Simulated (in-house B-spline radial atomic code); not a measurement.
How numerical settings move a run on Se, [Ar] 3d10 4s2 4p4. Computed with an all-electron radial atomic-structure program (B-spline basis): scalar-relativistic (X2C) Hartree-Fock, average of configuration, Fermi nucleus of rms radius 4.14 fm.

Command:
```bash
python run_scf.py task.json out
```
Settings of the sound reference run:
```
Z                34
electrons        34
configuration    [Ar] 3d10 4s2 4p4
hamiltonian      x2c
method           hf
spin_polarised   False
nucleus          fermi
rms_radius       4.14
mass_number      80
atomic_mass      79.91652
speed_of_light   137.036
knot_spacing     0.22
spline_order     8
gauss_points     12
box_radius       50
max_iterations   70
damping          0.5
damped_steps     3
diis_vectors     10
tolerance        1e-08
start            Thomas-Fermi
```

Run time, properties included: 0.19 s on 1 thread of Intel(R) Xeon(R) Platinum 8488C, with other jobs on the host.

It converges in 10 iterations to -2428.116952 hartree, with 4p at -10.6498 eV. The other runs change the listed settings, some to values that make no sense; their results aren't properties of the atom or ion. Radii are in bohr (the nuclear one in fm), a minus after a letter asks for a j subshell, and «unchanged» means within 1e-8 hartree. The run stops when the residual is below 10 × tolerance × max(1, Z/10), or a noise floor if that is larger, and the energy moves by less than 1e-8 × √|E| hartree; so very loose and very tight tolerances often act alike.

```tsv
changed settings	outcome
tolerance = 1e-06	converged in 8 iterations, energy unchanged, 4p level +2.2e-04 eV
box_radius = 15	converged in 10 iterations, energy +3.32e-07 hartree from the reference, 4p level +2.2e-06 eV
diis_vectors = 2	converged in 12 iterations, energy unchanged, 4p level -7.5e-07 eV
max_iterations = 5, damping = 0.8	not converged after 5 iterations, last residual 2.2e-02, last energy +9.70e-03 hartree from the reference
box_radius = 10, max_iterations = 5, diis_vectors = 2	not converged after 5 iterations, last residual 1.0e-03, last energy +7.15e-05 hartree from the reference
box_radius = 3	converged in 9 iterations, energy +1.56e+00 hartree from the reference, 4p level +1.5e+01 eV (the program warns: 4p has a positive eigenvalue: unbound, held by the box; 3s reaches the box edge)
diis_vectors = 1	converged in 30 iterations, energy unchanged
box_radius = 2	converged in 8 iterations, energy +1.00e+01 hartree from the reference, 4p level +6.7e+01 eV (the program warns: 4p has a positive eigenvalue: unbound, held by the box; 4s has a positive eigenvalue: unbound, held by the box)
box_radius = 7.5	converged in 10 iterations, energy +1.68e-03 hartree from the reference, 4p level +6.8e-02 eV (the program warns: 4p reaches the box edge; 4s reaches the box edge)
hamiltonian = dirac, speed_of_light = 30.61384	converged in 12 iterations to -3380.9818 hartree, a different physical problem
box_radius = 10	converged in 10 iterations, energy +3.78e-05 hartree from the reference, 4p level +2.5e-03 eV (the program warns: 4p reaches the box edge; 4s reaches the box edge)
spline_order = 7, gauss_points = 5, first_knot = 0.0882, max_iterations = 60, start = bare nucleus	converged in 11 iterations, energy +1.50e+02 hartree from the reference, 4p level -7.0e-01 eV
electrons = 37, configuration = [Ar] 3d10 4s2 4p4 5s3, max_iterations = 60	stopped with error: shell 5s holds at most 2 electrons
tolerance = 1e-13	converged in 10 iterations, energy unchanged
diis_vectors = 4	converged in 10 iterations, energy unchanged, 4p level +2.4e-06 eV
```

Problem. What happens with diis_vectors = 0?

Solution. Converged in 24 iterations, energy unchanged, 4p level -3.6e-06 eV.

Problem. What happens with spline_order = 10, max_iterations = 60, damping = 0?

Solution. Converged in 9 iterations, energy +4.07e-07 hartree from the reference, 4p level -8.6e-06 eV.

Problem. What happens with electrons = 42, configuration = [Ar] 3d10 4s2 4p4 6s2 6p6, max_iterations = 60?

Solution. Not converged after 60 iterations, last residual 4.9e-03.

Problem. What happens with box_radius = 100?

Solution. Converged in 10 iterations, energy -1.55e-07 hartree from the reference.
